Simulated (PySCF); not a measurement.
Cl$_{2}$Zn, charge +1, doublet, geometry from GFN2-xTB (such geometries of metal compounds can be far from the true shape) (a state made from the parent by changing its charge; the spin is typed, not shown lowest); PBE0/def2-SV(P) (PySCF).

Here is a job for PySCF.
```python
from pyscf import gto, scf, dft

mol = gto.Mole()
mol.atom = '''
    Zn    0.00000000    0.00000000    0.00000000
    Cl   -0.00000000   -0.00000000   -2.22471425
    Cl    0.00000000    0.00000000    2.22471425
'''
mol.basis = 'def2-sv(p)'
mol.charge = 1
mol.spin = 1
mol.verbose = 4
mol.build()

mf = dft.UKS(mol)
mf.xc = 'pbe0'
mf.kernel()
```

Output, abridged:

```
PySCF version 2.14.0

[INPUT] verbose = 4
[INPUT] num. atoms = 3
[INPUT] num. electrons = 63
[INPUT] charge = 1
[INPUT] spin (= nelec alpha-beta = 2S) = 1
[INPUT] symmetry False subgroup None
[INPUT] Mole.unit = angstrom
[INPUT] Symbol           X                Y                Z      unit          X                Y                Z       unit  Magmom
[INPUT]  1 Zn     0.000000000000   0.000000000000   0.000000000000 AA    0.000000000000   0.000000000000   0.000000000000 Bohr   0.0
[INPUT]  2 Cl     0.000000000000   0.000000000000  -2.224714250000 AA    0.000000000000   0.000000000000  -4.204100637917 Bohr   0.0
[INPUT]  3 Cl     0.000000000000   0.000000000000   2.224714250000 AA    0.000000000000   0.000000000000   4.204100637917 Bohr   0.0

nuclear repulsion = 276.991466259696
number of shells = 26
number of NR pGTOs = 138
number of NR cGTOs = 60
basis = def2-sv(p)
ecp = {}

******** <class 'pyscf.dft.uks.UKS'> ********
method = UKS
initial guess = minao
damping factor = 0
level_shift factor = 0
DIIS = <class 'pyscf.scf.diis.CDIIS'>
diis_start_cycle = 1
diis_space = 8
diis_damp = 0
SCF conv_tol = 1e-09
SCF conv_tol_grad = None
SCF max_cycles = 50
direct_scf = True
direct_scf_tol = 1e-13
number electrons alpha = 32  beta = 31
XC library pyscf.dft.libxc version 7.1.2
    S. Lehtola, C. Steigemann, M. J. T. Oliveira, and M. A. L. Marques,  SoftwareX 7, 1–5 (2018)
XC functionals = pbe0
    C. Adamo and V. Barone,  J. Chem. Phys. 110, 6158 (1999)
    M. Ernzerhof and G. E. Scuseria,  J. Chem. Phys. 110, 5029 (1999)
radial grids:
    Treutler-Ahlrichs [JCP 102, 346 (1995); DOI:10.1063/1.469408] (M4) radial grids

becke partition: Becke, JCP 88, 2547 (1988); DOI:10.1063/1.454033
pruning grids: <function nwchem_prune>
grids dens level: 3
symmetrized grids: False
atomic radii adjust function: <function treutler_atomic_radii_adjust>
small_rho_cutoff = 0
Set gradient conv threshold to 3.16228e-05
tot grids = 58400
init E= -2698.38044676464

cycle= 1 E= -2698.30685556037  delta_E= 0.0736  |g|= 0.434  |ddm|= 1.54
cycle= 2 E= -2698.24962447829  delta_E= 0.0572  |g|= 0.647  |ddm|= 1.06
cycle= 3 E= -2698.39257785735  delta_E= -0.143  |g|= 0.0358  |ddm|= 0.571
cycle= 4 E= -2698.39327687453  delta_E= -0.000699  |g|= 0.00935  |ddm|= 0.0594
cycle= 5 E= -2698.39332428176  delta_E= -4.74e-05  |g|= 0.00156  |ddm|= 0.0102
cycle= 6 E= -2698.39332647715  delta_E= -2.2e-06  |g|= 0.000543  |ddm|= 0.00301
cycle= 7 E= -2698.393326672  delta_E= -1.95e-07  |g|= 0.0002  |ddm|= 0.00113
cycle= 8 E= -2698.3933267046  delta_E= -3.26e-08  |g|= 2.91e-05  |ddm|= 0.000387
cycle= 9 E= -2698.39332670671  delta_E= -2.11e-09  |g|= 4.81e-06  |ddm|= 0.000146
cycle= 10 E= -2698.39332670677  delta_E= -6.23e-11  |g|= 1.1e-06  |ddm|= 2.73e-05
Extra cycle  E= -2698.39332670675  delta_E= 2.64e-11  |g|= 5.16e-06  |ddm|= 9.99e-06
converged SCF energy = -2698.39332670675  <S^2> = 0.75565786  2S+1 = 2.0056499
```
